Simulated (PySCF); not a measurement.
Coordinates in bohr (charge 0 multiplicity 1):
```
Te    0.0000    0.0000   -1.5624
Se    3.9812    0.0000    0.8465
Se   -1.9907    3.4478    0.8465
Se   -1.9906   -3.4479    0.8466
```

Computed with PBE0 in PySCF with Te def2-SVP with ECP28, Se def2-SVP; scalar-relativistic core potentials, no spin–orbit coupling; density-fitted integrals.

This geometry of TeSe₃ is a stationary point at this level.

**Question.** What is the point group?

**Answer.** C3v.

**Question.** Is it a minimum?

**Answer.** No: it has 2 imaginary modes (one degenerate set), at 108i cm⁻¹ (e).

**Question.** List the harmonic modes with their infrared intensities.

**Answer.** 
```csv
symmetry,ω (cm⁻¹),"IR (km/mol, summed over degenerate members)",type
e,108i,–,bend
a1,90,0.7,bend
e,253,0.1,stretch
a1,276,2.0,stretch
```

In C3v the vibrations span 2e + 2a1.

Only a few start shapes were tried, so a lower isomer may exist. The small gap makes a closed-shell description doubtful.
